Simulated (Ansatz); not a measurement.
H2S2Zn (`[SH][Zn][SH]`), relaxed with RKS PBE-D4/def2-SVP in Ansatz 0.2.0 from a rough embedded geometry. The force threshold is 0.03 eV/Å; the program also tests the step.

Total charge 0; spin multiplicity 1.

Start:

```xyz
5

S    -1.124    1.259    0.741
Zn   -0.346   -0.012   -0.082
S     0.244   -1.555   -1.037
H     0.147    1.481    0.340
H     1.078   -1.172    0.039
```

Problem. By how much does the energy fall, and how many steps does the optimiser take? (Best estimate.)

Solution. Computed: 472.54 kJ/mol, in 9 steps, 1 of them rejected.

Problem. Which bonds change most? (An estimate is asked.)

Solution. The calculation gave: S1–Zn2 from 1.703 to 2.181 Å; Zn2–S3 from 1.908 to 2.181 Å; S3–H5 from 1.414 to 1.365 Å; S1–H4 from 1.351 to 1.365 Å.

Problem. Give the relaxed structure. (Estimate.)

Solution. Ansatz gave: 
```xyz
5

S    -1.199    1.597    0.960
Zn   -0.345   -0.101   -0.109
S     0.476   -1.808   -1.189
H    -0.232    2.434    0.484
H     1.300   -2.122   -0.146
```
